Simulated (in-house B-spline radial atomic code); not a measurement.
Inner levels of indium as electrons are removed. A shift is the extra binding of the orbital against the neutral atom ([Kr] 4d10 5s2 5p1). Computed with a B-spline radial code for spherical atoms: non-relativistic Hartree-Fock, average of the configuration, point nuclei.

This level leaves out relativity, spin-orbit splitting included, which matters for heavy ions.

```csv
ion,configuration,shift of 2s (eV),shift of 1s (eV),shift of 3s (eV),radius of 2s (bohr),radius of 1s (bohr),radius of 3s (bohr),Σ<r²> (bohr²),change of density at nucleus (bohr⁻³)
In15+,[Ar] 3d10 4s2 4p4,367.61,369.91,352.7,0.13402,0.031048,0.35667,6.8697,95.9
In16+,[Ar] 3d10 4s2 4p3,404.67,408.93,387.14,0.13399,0.031047,0.35624,6.0334,112.79
In17+,[Ar] 3d10 4s2 4p2,442.64,449.01,422.3,0.13397,0.031047,0.35578,5.2356,130.34
In18+,[Ar] 3d10 4s2 4p1,481.51,490.13,458.18,0.13394,0.031046,0.35529,4.4736,148.53
In19+,[Ar] 3d10 4s2,521.28,532.3,494.77,0.13392,0.031045,0.35478,3.7449,167.38
In20+,[Ar] 3d10 4s1,561.48,574.97,531.49,0.13391,0.031045,0.35489,3.0689,-17.869
In21+,[Ar] 3d10,602.45,618.56,568.82,0.13391,0.031045,0.35456,2.419,-213.53
In22+,[Ar] 3d9,684.91,702.47,632.54,0.13381,0.031045,0.35174,2.2491,-175.92
In23+,[Ar] 3d8,769.49,788.76,697.46,0.1337,0.031046,0.34893,2.0884,-136.74
In24+,[Ar] 3d7,856.17,877.43,763.56,0.13358,0.031046,0.34615,1.9361,-95.973
In25+,[Ar] 3d6,944.93,968.47,830.83,0.13345,0.031047,0.34338,1.7917,-53.624
In26+,[Ar] 3d5,1035.74,1061.88,899.27,0.13332,0.031047,0.34064,1.6547,-9.692
In27+,[Ar] 3d4,1128.6,1157.65,968.86,0.13318,0.031048,0.33792,1.5244,35.827
```
